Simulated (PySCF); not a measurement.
C4H5, charge +1, multiplicity 1.

```xyz
9

C     -0.1766     1.8473     0.0000
C      0.1643     0.6106     0.0000
C      0.5458    -0.7110     0.0000
C     -0.4212    -1.6878     0.0000
H     -0.3267     2.3953     0.9448
H     -0.3267     2.3953    -0.9448
H      1.6136    -0.9623     0.0000
H     -1.4870    -1.4339     0.0000
H     -0.1466    -2.7491     0.0000
```
Charge +1, spin multiplicity 1.

The structure is a stationary point at B3LYP-D3(BJ)/def2-SVP. The spin state was assumed, not searched. The isomer is the one that the SMILES or the coordinates give; other isomers of the formula were not compared. One conformer was computed; it need not be the lowest.

Calculation: PBE/pcSseg-1 (PySCF). Non-relativistic, no solvent.

Computed absolute GIAO shielding of each atom: isotropic value and principal components (ppm):
| atom | σ(iso) | σ11 | σ22 | σ33 | span |
|---|---|---|---|---|---|
| C1 | 101.7 | -8.1 | 144.5 | 168.5 | 176.6 |
| C2 | -87.6 | -144.9 | -67.3 | -50.4 | 94.5 |
| C3 | 52.6 | -35.4 | 36.7 | 156.3 | 191.8 |
| C4 | -47.5 | -178.6 | -120.3 | 156.5 | 335.1 |
| H5 | 23.8 | 22.0 | 23.2 | 26.1 | 4.2 |
| H6 | 23.8 | 22.0 | 23.2 | 26.1 | 4.2 |
| H7 | 22.9 | 21.5 | 22.2 | 25.1 | 3.6 |
| H8 | 21.7 | 14.8 | 23.9 | 26.4 | 11.6 |
| H9 | 21.5 | 15.5 | 23.3 | 25.6 | 10.0 |
